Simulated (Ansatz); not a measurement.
H₅NSiTe (`N[SiH2][TeH]`), relaxed with RKS PBE0-D4/def2-TZVP in the Gaussian-basis code of Ansatz from a PBE-D4/def2-SVP geometry. The force threshold is 0.005 eV/Å; the program also tests the step.

Total charge 0; spin multiplicity 1. Te: def2 effective core potential.

Start:

```xyz
8

N     0.891    0.139    0.912
Si   -0.134    0.528   -0.432
Te   -2.052   -1.108   -0.575
H     0.517    0.087    1.862
H     1.876    0.410    0.900
H     0.759    0.504   -1.642
H    -0.873    1.847   -0.408
H    -0.984   -2.407   -0.617
```

**Question.** How much energy does the relaxation release, and in how many steps? (Best estimate.)

**Answer.** Ansatz gave: 1.52 kcal/mol, in 29 steps, 5 of them rejected.

**Question.** Which bonds change most? (Best estimate.)

**Answer.** Computed: Si2–H7 from 1.513 to 1.483 Å; Te3–H8 from 1.682 to 1.658 Å; Si2–H6 from 1.503 to 1.482 Å; N1–Si2 from 1.734 to 1.714 Å.

**Question.** Give the relaxed structure. (An estimate is asked.)

**Answer.** Ansatz gave: 
```xyz
8

N     0.937    0.455    0.935
Si   -0.146    0.541   -0.390
Te   -1.968   -1.183   -0.537
H     0.575    0.497    1.875
H     1.711   -0.189    0.884
H     0.682    0.466   -1.617
H    -0.918    1.806   -0.317
H    -0.873   -2.393   -0.833
```
